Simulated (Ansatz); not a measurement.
One change: `C[SiH2][SiH](F)[SiH3]` becomes `F[SiH]([SiH3])[CH2][AlH2]`.

Ansatz, PBE0-D4/def2-TZVP geometries, multiplicity 1. Each molecule was computed in one conformer, which needn't be the lowest.

| property | `C[SiH2][SiH](F)[SiH3]` |
| --- | --- |
| HOMO–LUMO gap (PBE/def2-TZVPP) / eV | 4.83 |
| size of the dipole moment (B3LYP/def2-TZVPP) / D | 1.33 |
| LUMO energy (PBE0/def2-TZVPP) / eV | -0.88 |
| HOMO energy (ωB97M-V/def2-TZVPP) / eV | -9.63 |
| HOMO energy (B3LYP/def2-TZVPP) / eV | -7.47 |
| HOMO energy (PBE/def2-TZVPP) / eV | -6.55 |

**Question.** Give the same properties after the change, and the shifts. (An estimate is asked.)

**Answer.** The calculation gave: 
```tsv
property	`F[SiH]([SiH3])[CH2][AlH2]`	shift
HOMO–LUMO gap (PBE/def2-TZVPP) / eV	5.11	0.28
size of the dipole moment (B3LYP/def2-TZVPP) / D	0.35	-0.98
LUMO energy (PBE0/def2-TZVPP) / eV	-0.94	-0.06
HOMO energy (ωB97M-V/def2-TZVPP) / eV	-10.21	-0.58
HOMO energy (B3LYP/def2-TZVPP) / eV	-7.86	-0.39
HOMO energy (PBE/def2-TZVPP) / eV	-6.86	-0.31
```

With PBE0 the HOMO falls by 0.41 eV and the LUMO falls by 0.06 eV, so the gap widens by about 0.35 eV. PBE moves the HOMO by -0.31 eV and ωB97M-V by -0.58 eV. Dipoles are sizes alone; their direction can turn.

B3LYP here is the variant with VWN-RPA as its local correlation; programs differ in this.
